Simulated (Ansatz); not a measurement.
Z-matrix (Å, degrees):
```
C
F 1 1.345
F 1 1.351 2 107.0
C 1 1.489 2 112.5 3 122.9
C 1 1.560 2 111.1 3 -120.0
C 4 1.323 1 110.4 2 133.1
H 4 1.081 1 122.6 2 -48.8
C 5 1.558 1 104.4 2 -140.4
F 5 1.338 1 109.4 2 -23.7
F 5 1.331 1 112.6 2 97.6
F 6 1.311 4 127.0 1 178.5
F 8 1.346 5 110.8 1 -100.8
F 8 1.339 5 112.2 1 138.8
```

Total charge 0; spin multiplicity 1.

Q: List the PBE/def2-TZVPP orbital energies in eV (the Gaussian-basis code of Ansatz). (An estimate is asked.)

A: Computed: Occupied: -661.99, -661.37, -661.35, -661.34, -661.32, -661.14, -661.09, -274.48, -274.37, -274.36, -272.72, -270.52, -33.06, -32.64, -32.38, -32.21, -31.24, -30.91, -30.68, -22.74, -19.18, -18.76, -16.59, -16.42, -15.62, -15.19, -14.80, -14.49, -14.37, -13.99, -13.86, -12.68, -12.64, -11.65, -11.52, -11.31, -11.24, -10.87, -10.66, -10.55, -10.45, -10.16, -10.07, -9.94, -9.07, -8.10, -7.94. Lowest empty: -2.47, -0.30, -0.03, 1.00, 1.12, 2.28, 3.07, 3.44.
